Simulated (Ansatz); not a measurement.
`N[SiH](F)CF` + H–F → `FC[SiH](F)F` + NH₃ at 400 K and 1 bar (ligand exchange at the Si–N bond).

Computed with Ansatz on PBE0-D4/def2-TZVP structures; ΔE is electronic, products minus reactants. CCSD(T)/CBS adds triple-zeta CCSD(T) − MP2 to the extrapolated MP2 energy (def2 sets, frozen cores). This one scheme is used for every species. One conformer a species, not always the lowest.

```csv
species,CCSD(T)/CBS energy (Eh),H − E (kJ/mol),S (J/(mol·K))
`N[SiH](F)CF`,-584.52271,211.5,375.9
H–F,-100.39570,36.5,182.2
`FC[SiH](F)F`,-628.43886,145.8,358.4
NH₃,-56.50880,104.2,203.1
```

H − E and S are ideal-gas, rigid-rotor, harmonic terms from PBE0-D4/def2-TZVP, for one conformer and one mirror image of each species. 1 Eh = 2625.50 kJ/mol, R = 8.31446 J/(mol·K).

Q: By hand: ΔE, ΔH, ΔS and ΔG.

A: ΔE = (-628.43886) + (-56.50880) − (-584.52271) − (-100.39570) = -0.02925 Eh = -76.8 kJ/mol. Δ(H − E) = 145.8 + 104.2 − 211.5 − 36.5 = 2.0, so ΔH = -74.8 kJ/mol. ΔS = 358.4 + 203.1 − 375.9 − 182.2 = 3.4 J/(mol·K). ΔG = -74.8 − 400 × (3.4)/1000 = -76.2 kJ/mol.

Q: By hand: the equilibrium constant, and the temperature at which ΔG would vanish if ΔH and ΔS stayed fixed.

A: log₁₀ K = −ΔG/(RT ln 10) = 10.0. ΔH and −TΔS have one sign here, so there is no such temperature.

The number of gas molecules stays the same, so ΔS is small and ΔH decides. A doubt of 5 kJ/mol in ΔE shifts log₁₀ K by 0.7 here. Other conformers and mirror images would add mixing entropy, several J/(mol·K) or more a flexible species. These are equilibria of isolated gas molecules and say nothing of rates. Largest T1 diagnostic: 0.012 (customary marks: 0.02 for closed shells, 0.045 for open ones).

ΔS is within the doubt of such terms, so its sign, and with it that verdict, could turn.
